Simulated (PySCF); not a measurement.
# Worked example: oscillator strength and radiative lifetime

C6H14Te, SMILES CC(C)[Te]C(C)C.

Geometry: PBE-D3(BJ)/def2-SVP. The def2 effective core potentials stand for the cores of Te; spin–orbit coupling is left out. The values are those of a single conformer.

TDA-B3LYP/def2-SVP (PySCF 2.14.0) puts the first singlet state with f over 0.02 at 5.68 eV (vertical), with the transition dipole (0.134, 0.400, 0.007) in atomic units.

Problem. Find the oscillator strength, the wavelength and the radiative lifetime that this transition would have in vacuum if emission retraced absorption.

Solution. 
|μ|² = 0.1780 au, so |μ| = 1.07 D. ΔE = 5.68/27.211 = 0.2087 hartree. f = (2/3) ΔE |μ|² = 0.025 (the program prints 0.025).
λ = 1239.84/5.68 = 218 nm; ν = 45812 cm⁻¹.
Einstein's coefficient A = 0.6670 ν² f s⁻¹ (ν in cm⁻¹) = 3.5e7 s⁻¹, so τ = 1/A = 29 ns. This state is S3; the lower singlets have f = 0.000, 0.003. The figure is the radiative limit of this one transition; relaxation, internal conversion, crossing to triplets and a medium change what is measured.
